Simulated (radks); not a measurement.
Species: W+. Configuration: [Xe] 4f14 5d4 6s1. All-electron calculation, Dirac Kohn-Sham, Slater X-alpha with alpha = 0.843, spin-unpolarised, spherical densities, finite nucleus; open shells are shared between the two j in proportion to 2j + 1; Fermi nuclear charge, rms radius 5.3658 fm. Program: a radial shooting solver on a logarithmic mesh with Libxc functionals.

Unscreened Slater integrals over Kohn-Sham orbitals (cm^-1). Large and small components are both included.

integral,value
"F0(5d5/2,5d5/2)",103820
"F2(5d5/2,5d5/2)",52752
"F4(5d5/2,5d5/2)",34408
"F0(5d5/2,6s1/2)",78922
"G2(5d5/2,6s1/2)",23387
"F0(5d5/2,5d3/2)",105620
"F2(5d5/2,5d3/2)",53673
"G2(5d5/2,5d3/2)",53620
"G4(5d5/2,5d3/2)",35000
"F0(5d5/2,4f7/2)",136400
"F2(5d5/2,4f7/2)",29630
"F4(5d5/2,4f7/2)",13621
"G1(5d5/2,4f7/2)",10961
"G3(5d5/2,4f7/2)",9565.0
"G5(5d5/2,4f7/2)",7454.6
"F0(6s1/2,6s1/2)",68564
"F0(6s1/2,5d3/2)",79583
"G2(6s1/2,5d3/2)",21999
"F0(6s1/2,4f7/2)",89943
"G3(6s1/2,4f7/2)",2684.5
"F0(5d3/2,5d3/2)",107530
"F2(5d3/2,5d3/2)",54731
"F0(5d3/2,4f7/2)",140770
"F2(5d3/2,4f7/2)",31717
"G3(5d3/2,4f7/2)",10505
"G5(5d3/2,4f7/2)",8163.0
"F0(4f7/2,4f7/2)",336840
"F2(4f7/2,4f7/2)",163040
"F4(4f7/2,4f7/2)",102900
"F6(4f7/2,4f7/2)",74206
